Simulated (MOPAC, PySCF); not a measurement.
C2H4Si, SMILES `C1C[Si]1`, neutral singlet in the gas phase. 

Cartesian coordinates (Å):
SMILES: C1[Si]C1
```xyz
7

C     -0.7542    -0.0050    -0.0681
C      0.7478    -0.1091     0.0485
Si     0.0929     1.6587     0.2846
H     -1.3579    -0.4461     0.7200
H     -1.2003    -0.1518    -1.0475
H      1.1571    -0.6205     0.9150
H      1.3146    -0.3261    -0.8525
```
Charge 0, multiplicity 1.

All levels are single points at this geometry (B3LYP-D3(BJ)/def2-TZVP); Pople sets use spherical d functions. Orbital energies aren't observables, and empty levels follow the basis.

PBE/6-31G* in PySCF gives dipole (D) = 0.97.

Problem. Estimate the dipole (D) from each of these levels: B3LYP-D3(BJ)/def2-TZVP in PySCF; PBE-D3(BJ)/def2-TZVP in PySCF; B3LYP/6-311+G** in PySCF; B3LYP/6-31G* in PySCF; BP86/6-31G* in PySCF; HF/STO-3G in PySCF; PM6 in MOPAC; PM7 in MOPAC.

Solution. 
| level | dipole (D) |
|---|---|
| B3LYP-D3(BJ)/def2-TZVP in PySCF | 0.38 |
| PBE-D3(BJ)/def2-TZVP in PySCF | 0.57 |
| B3LYP/6-311+G** in PySCF | 0.37 |
| B3LYP/6-31G* in PySCF | 0.77 |
| BP86/6-31G* in PySCF | 0.95 |
| HF/STO-3G in PySCF | 1.17 |
| PM6 in MOPAC | 0.87 |
| PM7 in MOPAC | 1.30 |
